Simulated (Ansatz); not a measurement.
Abridged output of a molecular run in Ansatz:

```
Functional definition: HF
1410 factors; integrals over basis functions are off by at most 9.9e-4 eV
mean field evaluation 1: about -17952.5720 eV, gradient 5.0e1 eV
mean field evaluation 2: about -17952.8470 eV, gradient 5.0e1 eV
mean field evaluation 4: about -17957.8471 eV, gradient 4.1e0 eV
mean field evaluation 8: about -17957.9253 eV, gradient 3.5e-1 eV
mean field evaluation 16: about -17957.9265 eV, gradient 2.7e-6 eV
mean field -17957.92646107 eV, -659.9416251245 hartree, gradient 2.7e-6 eV, S^2 0.000000; 0 other end points of the search recorded, 0 dependent functions left out
11 core orbitals not correlated: weight in the atoms' cores, before any rotation towards them, 1.000 or more for the frozen orbitals, at most 0.000 for the correlated occupied ones
reference -17957.92646107 eV, -659.9416251245 hartree; 17, 17 occupied and 182, 182 virtual orbitals, 1410 factors
second order -24.98295329 eV of doubles, -0.00000000 eV of singles
cycle   1  -24.45685289 eV  change    5.3e-1 eV  update   1.2e-1
cycle   2  -25.10096093 eV  change   -6.4e-1 eV  update   3.7e-2
cycle   3  -25.23878736 eV  change   -1.4e-1 eV  update   2.0e-2
cycle   4  -25.21864987 eV  change    2.0e-2 eV  update   5.8e-3
cycle   5  -25.21567504 eV  change    3.0e-3 eV  update   2.9e-3
cycle   6  -25.21727278 eV  change   -1.6e-3 eV  update   9.8e-4
cycle   7  -25.21669069 eV  change    5.8e-4 eV  update   4.6e-4
cycle   8  -25.21654250 eV  change    1.5e-4 eV  update   1.7e-4
cycle   9  -25.21664099 eV  change   -9.8e-5 eV  update   8.3e-5
cycle  10  -25.21664267 eV  change   -1.7e-6 eV  update   3.4e-5
perturbative correction -0.97455869 eV, -0.0358143713 hartree
Total energy: -17984.11766243 eV, -660.9041340216 hartree
```

Its atoms:

```xyz
8

O    -0.028   -1.783    0.898
Si    0.352   -0.324    0.251
N    -0.815    0.860    0.255
Sb   -0.761    0.524   -1.830
H     0.704   -2.362    1.116
H     1.736    0.025    0.662
H    -1.547    1.267    0.808
H     0.359    1.794   -2.160
```

Which basis set was used?
A. def2-TZVPP
B. cc-pV(Q+d)Z
C. def2-SVPD
D. cc-pV(D+d)Z

A. It gives 210 functions.

Write the keys of the input that set method, charge and spin (a neutral closed shell needs none for the last two).


```yaml
correlation: {method: ccsd_t}
```
